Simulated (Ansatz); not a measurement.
B₂F₄, SMILES `FB(F)B(F)F`, relaxed with RKS PBE0-D4/def2-TZVP in the Gaussian-basis code of Ansatz from a PBE-D4/def2-SVP geometry. The force threshold is 0.005 eV/Å; the program also tests the step.

The species carries charge 0 and has multiplicity 1.

Start:

```xyz
6

F    -1.564    0.941   -0.622
B    -0.272    0.661   -0.488
F     0.584    1.442   -1.139
B     0.272   -0.661    0.488
F     1.564   -0.940    0.624
F    -0.584   -1.444    1.137
```

```csv
step,energy (eV),largest force (eV/Å),largest move (Å)
1,-12219.3981,0.639,0.000
2,-12219.4150,0.246,0.010
3,-12219.4178,0.016,0.005
4 (rejected),-12219.4178,0.010,0.002
5,-12219.4178,0.000,0.001
```

End:

```xyz
6

F    -1.551    0.934   -0.617
B    -0.271    0.660   -0.488
F     0.579    1.431   -1.130
B     0.271   -0.660    0.488
F     1.551   -0.933    0.619
F    -0.579   -1.433    1.128
```

Run time 10 s (4 threads of an Arm Neoverse V1 on a shared host); peak host memory 0.37 GiB.
